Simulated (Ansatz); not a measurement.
Geometry optimisation, Ansatz, RKS PBE/def2-SVP.

Input file:

```yaml
crystal:
  periodic: [false, false, false]
  atoms:
    - { symbol: O, position_ang: [-0.8518, 2.2595, 0.5415] }
    - { symbol: C, position_ang: [-0.9443, 1.4188, -0.5582] }
    - { symbol: C, position_ang: [-0.4746, 0.0757, -0.1556] }
    - { symbol: O, position_ang: [-1.2758, -0.8286, 0.3951] }
    - { symbol: "N", position_ang: [0.825, -0.2064, -0.2836] }
    - { symbol: Al, position_ang: [1.7614, -1.7999, 0.1913] }
    - { symbol: H, position_ang: [0.0756, 2.5772, 0.6447] }
    - { symbol: H, position_ang: [-1.9526, 1.3472, -0.911] }
    - { symbol: H, position_ang: [-0.3349, 1.8351, -1.3651] }
    - { symbol: H, position_ang: [-1.0845, -1.7629, 0.7339] }
    - { symbol: H, position_ang: [0.98881, -3.03306, 0.81897] }
    - { symbol: H, position_ang: [3.33968, -1.94587, -0.03511] }
basis:
  gaussian: { orbitals: def2-SVP }
hamiltonian:
  xc: pbe
relax:
  f_tol: 0.015
  max_steps: 40
```

Run as:

```bash
$ ansatz run input.yaml --threads 2 --pin off --max-ram 3072MiB --backend cpu --events-out ev --progress --plain --runs-dir out
```

Where does it end, and by what steps?

The forces met the threshold. After 27 steps the energy has fallen by 1.479 eV; H11 moved furthest, 1.88 Å.

```
step  energy less start (eV)  largest force component (eV/Å)  accepted
   0                  0.0000                           5.660       yes
   1                 -0.6998                           2.796       yes
   2                 -0.9085                           0.707       yes
   3                 -0.9294                           0.627       yes
   4                 -0.9574                           0.166       yes
   5                 -0.9801                           0.126       yes
   6                 -1.0195                           0.397       yes
   7                 -1.0340                           0.890       yes
   8                 -1.1357                           0.558       yes
   9                 -1.2002                           0.424       yes
  10                 -1.2272                           0.860       yes
  11                 -1.2391                           0.827       yes
  12                 -1.3123                           0.417       yes
  13                 -1.3514                           0.351       yes
  14                 -1.3806                           0.383       yes
  15                 -1.4090                           0.338       yes
  16                 -1.4517                           0.305       yes
  17                 -1.4679                           0.294       yes
  18                 -1.4605                           0.389        no
  19                 -1.4766                           0.033       yes
  20                 -1.4776                           0.092       yes
  21                 -1.4784                           0.034       yes
  22                 -1.4787                           0.037       yes
  23                 -1.4788                           0.050       yes
  24                 -1.4789                           0.031       yes
  25                 -1.4790                           0.053       yes
  26                 -1.4790                           0.018       yes
  27                 -1.4790                           0.005       yes
```

```xyz
12
Properties=species:S:1:pos:R:3
O 0.053 2.107 0.379
C -0.961 1.400 -0.266
C -0.665 -0.088 -0.358
O -1.665 -0.756 -0.981
N 0.392 -0.616 0.097
Al 1.824 -1.471 0.699
H 0.724 1.422 0.598
H -1.945 1.508 0.256
H -1.133 1.765 -1.310
H -1.402 -1.699 -1.003
H 1.781 -2.022 2.194
H 3.068 -1.614 -0.288
```

Run time: 84 s on 2 threads of Arm Neoverse V1, on a shared host, peak memory 0.15 GiB.
